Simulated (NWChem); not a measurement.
System: SiNH$_{3}$Cl$_{2}$; SMILES N[SiH](Cl)Cl

Input file for NWChem:

```
start job
memory heap 200 mb stack 900 mb global 1100 mb
geometry units angstroms noautosym nocenter noautoz
  Si     0.304076     0.437537    -0.005742
  N      1.886276    -0.179118     0.128720
  Cl    -0.803621    -0.341183    -1.574303
  Cl    -0.703305    -0.049321     1.720642
  H      0.353493     1.903085    -0.199681
  H      2.610050     0.136540    -0.507825
  H      2.047449    -1.130022     0.442252
end
basis spherical
  * library cc-pvtz
end
dft
  xc xcamb88 1.00 lyp 0.81 vwn_5 0.19 hfexch 1.00
  cam 0.33 cam_alpha 0.19 cam_beta 0.46
  iterations 150
  semidirect filesize 400000000
end
property
  efieldgrad
end
task dft property
```

Excerpt of the output:

```
             Northwest Computational Chemistry Package (NWChem) 7.3.0
             --------------------------------------------------------

                             Geometry "geometry" -> ""
                             -------------------------

 Output coordinates in angstroms (scale by  1.889725989 to convert to a.u.)

  No.       Tag          Charge          X              Y              Z
 ---- ---------------- ---------- -------------- -------------- --------------
    1 Si                  14.0000     0.30407600     0.43753700    -0.00574200
    2 N                    7.0000     1.88627600    -0.17911800     0.12872000
    3 Cl                  17.0000    -0.80362100    -0.34118300    -1.57430300
    4 Cl                  17.0000    -0.70330500    -0.04932100     1.72064200
    5 H                    1.0000     0.35349300     1.90308500    -0.19968100
    6 H                    1.0000     2.61005000     0.13654000    -0.50782500
    7 H                    1.0000     2.04744900    -1.13002200     0.44225200

 Effective nuclear repulsion energy (a.u.)     275.9515516576

                              NWChem Property Module
                              ----------------------

  itol2e modified to match energy
  convergence criterion.

                                 NWChem DFT Module
                                 -----------------

 Summary of "ao basis" -> "ao basis" (spherical)
 ------------------------------------------------------------------------------
       Tag                 Description            Shells   Functions and Types
 ---------------- ------------------------------  ------  ---------------------
 Si                         cc-pvtz                 12       34   5s4p2d1f
 N                          cc-pvtz                 10       30   4s3p2d1f
 Cl                         cc-pvtz                 12       34   5s4p2d1f
 H                          cc-pvtz                  6       14   3s2p1d

  itol2e modified to match energy
  convergence criterion.

            General Information
            -------------------
          SCF calculation type: DFT
          Wavefunction type:  closed shell.
          No. of atoms     :     7
          No. of electrons :    58
           Alpha electrons :    29
            Beta electrons :    29
          Charge           :     0
          Spin multiplicity:     1
          Use of symmetry is: off; symmetry adaption is: off
          Maximum number of iterations: 150
          AO basis - number of functions:   174
                     number of shells:    64
          Convergence on energy requested:  1.00D-07
          Convergence on density requested:  1.00D-05
          Convergence on gradient requested:  5.00D-04

              XC Information
              --------------
                     Hartree-Fock (Exact) Exchange  1.000
                   CAM-Becke88 Exchange Functional  1.000
                      VWN V Correlation Functional  0.190 local
              Lee-Yang-Parr Correlation Functional  0.810

           Range-Separation Parameters
           ---------------------------
           Alpha           :  0.19
           Beta            :  0.46
           Gamma           :  0.33
           Short-Range HF  :     F

             Grid Information
             ----------------
          Grid used for XC integration:  fine
          Radial quadrature: Mura-Knowles
          Angular quadrature: Lebedev.
          Tag              B.-S. Rad. Rad. Pts. Rad. Cut. Ang. Pts.
          ---              ---------- --------- --------- ---------
          Si                  1.10      123           9.0       770
          N                   0.65       70          10.0       590
          Cl                  1.00      123          11.0       770
          H                   0.35       60          11.0       590
          Grid pruning is: on
          Number of quadrature shells:   619
          Spatial weights used:  Erf1

      Superposition of Atomic Density Guess
      -------------------------------------

 Sum of atomic energies:       -1263.62288019

[...]

          -----------------------
          Electric field gradient
          -----------------------

 1 a.u. = 0.324123 10**(16) esu/cm**3  ( or statvolts/cm**2 ) = 0.97174 10**(22) v/m**2

 ------------------------------------------------------------
   Atom      X         Y         Z
 ------------------------------------------------------------
    1 Si   0.57462   0.82683  -0.01085
 ------------------------------------------------------------

 Electric field gradient in molecular frame (a.u.)
         XX             YY             ZZ             XY             XZ             YZ
 ------------------------------------------------------------------------------------------
        0.079561       0.421485      -0.501047      -0.273213       0.056685      -0.116245

 Principal components (a.u.) and orientation
 of principal axis w.r.t. absolute frame                      Asymmetry parameter eta
 --------------------------------------------------------------------------------------
        0.588134      -0.516463      -0.071671                       0.756276

       -0.480111      -0.043883       0.876110
        0.869268       0.110277       0.481885
       -0.117761       0.992932      -0.014799

 ------------------------------------------------------------
   Atom      X         Y         Z
 ------------------------------------------------------------
    2 N    3.56454  -0.33848   0.24325
 ------------------------------------------------------------

 Electric field gradient in molecular frame (a.u.)
         XX             YY             ZZ             XY             XZ             YZ
 ------------------------------------------------------------------------------------------
       -0.241257      -0.179216       0.420473       0.114687       0.362375       0.593415

 Principal components (a.u.) and orientation
 of principal axis w.r.t. absolute frame                      Asymmetry parameter eta
 --------------------------------------------------------------------------------------
        0.904754      -0.579796      -0.324958                       0.281665

        0.307666       0.358219       0.881488
        0.481746       0.740262      -0.468971
        0.820526      -0.568939      -0.055183

 ------------------------------------------------------------
   Atom      X         Y         Z
 ------------------------------------------------------------
    3 Cl  -1.51862  -0.64474  -2.97500
 ------------------------------------------------------------

 Electric field gradient in molecular frame (a.u.)
         XX             YY             ZZ             XY             XZ             YZ
 ------------------------------------------------------------------------------------------
        0.191401       0.580837      -0.772238      -0.559864      -1.154345      -0.816586

 Principal components (a.u.) and orientation
 of principal axis w.r.t. absolute frame                      Asymmetry parameter eta
 --------------------------------------------------------------------------------------
       -1.931415       0.979050       0.952365                       0.013816

        0.517223      -0.627423       0.582083
        0.366634       0.776989       0.511730
        0.773343       0.051268      -0.631911

 ------------------------------------------------------------
   Atom      X         Y         Z
 ------------------------------------------------------------
    4 Cl  -1.32905  -0.09320   3.25154
 ------------------------------------------------------------

 Electric field gradient in molecular frame (a.u.)
         XX             YY             ZZ             XY             XZ             YZ
 ------------------------------------------------------------------------------------------
        0.389110       0.778199      -1.167310      -0.295167       1.275749       0.610876

 Principal components (a.u.) and orientation
 of principal axis w.r.t. absolute frame                      Asymmetry parameter eta
 --------------------------------------------------------------------------------------
       -2.045877       1.114719       0.931158                       0.089722

       -0.473321       0.824902      -0.309037
       -0.233216       0.220958       0.946989
        0.849457       0.520303       0.087797

 ------------------------------------------------------------
   Atom      X         Y         Z
 ------------------------------------------------------------
    5 H    0.66800   3.59631  -0.37734
 ------------------------------------------------------------

 Electric field gradient in molecular frame (a.u.)
         XX             YY             ZZ             XY             XZ             YZ
 ------------------------------------------------------------------------------------------
        0.067611      -0.133323       0.065712      -0.006138       0.001569       0.027162

 Principal components (a.u.) and orientation
 of principal axis w.r.t. absolute frame                      Asymmetry parameter eta
 --------------------------------------------------------------------------------------
       -0.137157       0.069649       0.067508                       0.015609

        0.030714       0.371777       0.927814
        0.990657       0.112079      -0.077704
       -0.132877       0.921532      -0.364861

 ------------------------------------------------------------
   Atom      X         Y         Z
 ------------------------------------------------------------
    6 H    4.93228   0.25802  -0.95965
 ------------------------------------------------------------

 Electric field gradient in molecular frame (a.u.)
         XX             YY             ZZ             XY             XZ             YZ
 ------------------------------------------------------------------------------------------
       -0.107796       0.124312      -0.016517      -0.114893       0.268187       0.135204

[...]
```

Level: CAM-B3LYP/cc-pVTZ. The geometry was optimised at PBE0/def2-SVP. NWChem prints the field gradient with the sign opposite to the second derivative of the potential.
